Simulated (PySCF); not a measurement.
# Static response to an electric field

Compound: C₄H₆ClF₃Si.
Geometry (GFN2-xTB, Å), atoms numbered from 1 in this order:
```xyz
15
C4H6ClF3Si angstrom
F      2.3074   -0.3221   -1.4387
C      1.5252    0.4807   -0.6882
F      2.3573    1.3688   -0.1114
F      0.7783    1.1782   -1.5615
C      0.7099   -0.2722    0.3174
C     -0.3720   -1.1441   -0.3566
C     -1.6303   -0.3110   -0.0290
Si    -0.6519    0.7719    1.2060
Cl    -0.6441    2.7546    0.9737
H      1.4170   -0.8315    0.9291
H     -0.4116   -2.1280    0.1055
H     -0.2049   -1.2741   -1.4248
H     -2.4622   -0.9026    0.3429
H     -1.9862    0.2355   -0.9009
H     -0.7364    0.4038    2.6146
```

Level: CAM-B3LYP/def2-SVPD (PySCF), static field, nuclei fixed, core orbitals frozen in the response. The polarisability tensor in these axes (au):

```
x   80.79 -0.43 -3.47
y   -0.43 91.33  6.77
z   -3.47  6.77 78.74
```

Problem. Give the principal values, the mean and the anisotropy Δα = √{½[(α1 − α2)² + (α2 − α3)² + (α1 − α3)²]}.

Solution. Principal values 74.36, 81.99 and 94.52 au; mean 83.62 au = 12.39 Å³ = 13.79 × 10⁻⁴⁰ C²·m²/J; Δα = 17.63 au (21 % of the mean).

Problem. What is the dipole moment, and where does it point?

Solution. (-2.02, -2.12, 1.58) D, 3.33 D in size, pointing from the negative to the positive side. Measured along this direction, the outermost atoms are F3 at the negative end and H13 at the positive end.

Problem. Molar refractivity from α?

Solution. Lorentz–Lorenz: R = (4π/3)N_A α = 2.5225 cm³/(mol·Å³) × 12.39 Å³ = 31.3 cm³/mol, in the limit of long wavelengths.

Problem. Give the principal axes and the span of the nuclei along them.

Solution. Largest value along (-0.13, 0.90, 0.42), where the nuclei span 4.79 Å; middle along (0.89, 0.29, -0.35), 5.12 Å; least along (0.43, -0.32, 0.84), 3.44 Å. The strongest response doesn't lie along the longest of the three spans.

Problem. Refractivity n − 1 of an ideal gas of it at 273.15 K and 1 atm, from the electronic α?

Solution. N = p/kT = 2.6868 × 10¹⁹ cm⁻³, so n − 1 = 2π × N × 12.39 × 10⁻²⁴ cm³ = 2092 × 10⁻⁶ at long wavelengths, for an ideal gas.

Geometry: GFN2-xTB, one conformer, isolated molecule.
